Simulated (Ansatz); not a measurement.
A made-up structure of H$_{3}$SeO (charge +1), singlet:

```
atom    x (Å)    y (Å)    z (Å)
  O1  -0.3661  -0.4936   0.0533
 Se2   1.0673   0.7790   0.1605
  H3  -0.8242  -0.6798   0.8915
  H4   2.3292   1.2261   0.8590
  H5   0.2854   1.7082  -0.6762
```

It is relaxed with PBE-D4/def2-SVP and then PBE0-D4/def2-TZVP (Ansatz 0.2.0). Atoms count as bonded within 1.22 times the sum of their covalent radii (H–H: 0.88 Å). The end point is not checked to be a true minimum.

Problem. Does its bonding change? (A judgement: the text doesn't fix the answer.)

Solution. By the calculation: No: no bond forms or breaks.

Where it ends: The first stage lowers the energy by 2.59 eV in 8 steps. It ends as H₃SeO ([OH][SeH2]), total charge +1:
O1  (-0.058, -0.575, 0.187)
Se2  (1.125, 0.568, -0.345)
H3  (-0.604, -0.261, 0.927)
H4  (1.718, 0.997, 0.952)
H5  (0.310, 1.811, -0.434)
(Å)

Labels in which every atom is bracketed show which atoms are joined, not bond orders.

For scale, one of the runs: PBE0-D4/def2-TZVP relaxation, 97 basis functions, launched by `ansatz run in.yaml --threads 2 --pin off --events-out ev --progress --plain --max-ram 4352MiB`. Hardware: 2 CPU threads of an Arm Neoverse V1, shared host. Wall time about 9.5 s.
